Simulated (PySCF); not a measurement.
# [WOF3]− at several levels of theory

Computed with PySCF 2.14.0 (density fitting, no spin-orbit coupling) at the geometry relaxed with r2SCAN:

```xyz
5
[WOF3]− (singlet)
W     0.0651    0.0000   -0.0003
O     1.7653    0.0000    0.3281
F    -0.1277    1.8673   -0.2085
F    -1.8669    0.0000    0.2970
F    -0.1277   -1.8673   -0.2085
```

| level | basis | state | HOMO (eV) | gap (eV) | charge on W1 (e) | dipole about the centre of mass (D) | largest force component (eV/Å) |
| --- | --- | --- | --- | --- | --- | --- | --- |
| r2SCAN | W def2-SVP with ECP60, O def2-SVP, F def2-SVP | singlet | 0.13 | 1.77 | 0.67 | 0.29 | 0.03 |
| revPBE | the same | singlet | 0.50 | 1.36 | 0.47 | 0.27 | 0.66 |
| r2SCAN | W def2-TZVP with ECP60, O def2-TZVP, F def2-TZVP | singlet | 0.02 | 1.76 | 1.00 | 0.34 | 0.25 |
| r2SCAN | W x2c-SVPall, O x2c-SVPall, F x2c-SVPall | singlet | -0.13 | 1.69 | 0.57 | 0.33 | 1.21 |

Charges are Mulliken's, which hang on the basis. The relaxation used the grid (50, 194), these runs (75, 302) or, all-electron (x2c bases, spin-free X2C Hamiltonian), (99, 590).

A further run in the first row's basis gives HOMO (eV) 0.44, gap (eV) 1.33, charge on W1 (e) 0.44, dipole about the centre of mass (D) 0.28, largest force component (eV/Å) 0.45. Which level was it?
A. CAM-B3LYP
B. PBE
C. TPSSh

B. The others give HOMO -0.17 eV (TPSSh); -2.18 eV (CAM-B3LYP).

In the first row's basis the gap widens with exact exchange: 1.3 to 1.8 eV for PBE, revPBE, r2SCAN (none); 2.5 eV for TPSSh (a fixed share); 6.3 eV for CAM-B3LYP (rising or full at long range).

No frequency check is given that shows the relaxed geometry to be a minimum.

The highest filled level of some runs lies above zero, as often for anions with such functionals and bases.
